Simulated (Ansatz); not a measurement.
`CNBCl` + HBr → `CNBBr` + HCl at 400 K and 1 bar (ligand exchange at a B–Cl bond).

Isolated molecules relaxed with PBE0-D4/def2-TZVP in Ansatz; ΔE leaves out vibrations. CCSD(T)/CBS adds triple-zeta CCSD(T) − MP2 to the extrapolated MP2 energy (def2 sets, frozen cores). This one scheme is used for every species. For Br outer-core shells are correlated without core-valence functions, which leaves a few kJ/mol of doubt a bond. Scalar relativity is left out up to krypton. One conformer a species, not always the lowest.

```csv
species,CCSD(T)/CBS energy (Eh),H − E (kJ/mol),S (J/(mol·K))
`CNBCl`,-580.41629,208.2,327.5
HBr,-2573.91920,27.6,207.2
`CNBBr`,-2693.95268,207.5,339.5
HCl,-460.38127,29.6,195.4
```

H − E and S are ideal-gas, rigid-rotor, harmonic terms from PBE0-D4/def2-TZVP, for one conformer and one mirror image of each species. 1 Eh = 2625.50 kJ/mol, R = 8.31446 J/(mol·K).

Question: By hand: ΔE, ΔH, ΔS and ΔG.

Answer: ΔE = (-2693.95268) + (-460.38127) − (-580.41629) − (-2573.91920) = 0.00154 Eh = 4.0 kJ/mol. Δ(H − E) = 207.5 + 29.6 − 208.2 − 27.6 = 1.3, so ΔH = 5.3 kJ/mol. ΔS = 339.5 + 195.4 − 327.5 − 207.2 = 0.2 J/(mol·K). ΔG = 5.3 − 400 × (0.2)/1000 = 5.2 kJ/mol.

Question: By hand: the equilibrium constant, and the temperature at which ΔG would vanish if ΔH and ΔS stayed fixed.

Answer: log₁₀ K = −ΔG/(RT ln 10) = -0.7. ΔG = 0 at ΔH/ΔS = 26500 K, far beyond where these terms or the molecules hold.

The number of gas molecules stays the same, so ΔS is small and ΔH decides. The sign of ΔG lies within the doubt. A doubt of 5 kJ/mol in ΔE shifts log₁₀ K by 0.7 here. Other conformers and mirror images would add mixing entropy, several J/(mol·K) or more a flexible species. These are equilibria of isolated gas molecules and say nothing of rates. Largest T1 diagnostic: 0.011 (customary marks: 0.02 for closed shells, 0.045 for open ones).
